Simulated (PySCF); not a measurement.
## Shifts of the heteroatoms

Atom-mapped SMILES (the numbers label the heavy atoms): `[CH3:1][SiH2:2][Si@@H:3]([OH:4])[N:5]([SiH3:6])[SiH3:7]`. Each H is labelled by its parent atom. Ha(Si2) is pro-R; Hb(Si2) is pro-S.

[PySCF 2.14: GFN2-xTB structure; PBE0/pcSseg-1 with gauge-including orbitals; a single conformation; one averaged value for each set of equivalent atoms; relativity neglected; gas phase]

**Question.** Predict the ²⁹Si NMR data.

**Answer.** 
| atoms | environment | σ (ppm) | δ (ppm) |
| --- | --- | --- | --- |
| Si3 | silicon bonded to N, O, Si, H | 354.6 | -11.5 |
| Si6/Si7 | silicon bonded to N, 3 H | 405.2 | -53.1 |
| Si2 | silicon bonded to C, Si, 2 H | 438.3 | -80.3 |

Shieldings were converted by a linear fit to measured shifts: ²⁹Si: δ = 279.94 − 0.822σ (rms 8.9 ppm, 72 shifts, 25.8 ppm with the 6 outliers that the fit left out vs TMS, solution or neat liquid). A few per cent of atoms miss by over 2 rms, more outside the fitted compound classes.

On a 500 MHz spectrometer ²⁹Si resonates near 99.3 MHz, so 1 ppm is 99.3 Hz.

**Question.** What are the ¹⁵N shifts?

**Answer.** 
| atoms | environment | σ (ppm) | δ (ppm) |
| --- | --- | --- | --- |
| N5 | nitrogen bonded to 3 Si | 243.7 | -372.7 |

Shieldings were converted by a linear fit to measured shifts: ¹⁵N (scatter 6.3 ppm rms vs CH3NO2, solution or neat liquid). Occasional misses reach two or three times the rms, and more in compound classes unlike the fitted ones.

On a 300 MHz spectrometer ¹⁵N resonates near 30.4 MHz, so 1 ppm is 30.4 Hz.

**Question.** Where does ¹⁷O resonate?

**Answer.** 
| atoms | environment | σ (ppm) | δ (ppm) |
| --- | --- | --- | --- |
| O4 | oxygen bonded to Si, H | 286.7 | 5.5 |

Shieldings were converted by a linear fit to measured shifts: ¹⁷O (scatter 10.7 ppm rms, 12.2 ppm with the 3 outliers that the fit left out vs liquid water, solution or neat liquid). Occasional misses reach two or three times the rms, and more in compound classes unlike the fitted ones.

On a 600 MHz spectrometer ¹⁷O resonates near 81.3 MHz, so 1 ppm is 81.3 Hz.
